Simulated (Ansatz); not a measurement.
C3H5BO can be A, `OC1BC=C1`, or B, `BC1=CCO1`.

Isolated molecules relaxed with PBE0-D4/def2-TZVP in Ansatz; ΔE leaves out vibrations. CCSD(T)/CBS adds triple-zeta CCSD(T) − MP2 to the extrapolated MP2 energy (def2 sets, frozen cores). Functionals use def2-TZVPP. B3LYP here is the variant with VWN-RPA as its local correlation; programs differ in this. One conformer a species, not always the lowest.

Problem. Which isomer does CCSD(T)/CBS put lower? Give the gap. (An estimate is asked.)

Solution. Computed: A, by 16.6 kcal/mol.

Problem. Give E(B) − E(A) in kcal/mol with MP2/def2-TZVPP, CCSD(T)/def2-TZVPP, B2PLYP, CCSD/def2-TZVPP, HF/def2-TZVPP, LDA (SPW92), B3LYP. (Best estimate.)

Solution. The calculation gave: MP2/def2-TZVPP 17.4, CCSD(T)/def2-TZVPP 15.4, B2PLYP 14.5, CCSD/def2-TZVPP 15.8, HF/def2-TZVPP 14.7, LDA (SPW92) 17.0, B3LYP 13.4. None reverses the order clearly.

Problem. Does the order hold for the free energy at 298.15 K (harmonic terms from PBE0-D4)? (Estimate.)

Solution. Computed: Yes: G(B) − G(A) = +15.3 kcal/mol, for one conformer each.

Largest T1 diagnostic: 0.014.

At CCSD(T), def2-SVP lies −1.1 kcal/mol from the extrapolated value and def2-TZVPP −1.2 kcal/mol. In def2-TZVPP, CCSD(T) changes the Hartree–Fock value by +0.7 kcal/mol (the triples alone add −0.4 kcal/mol) and MP2 by +2.7 kcal/mol.
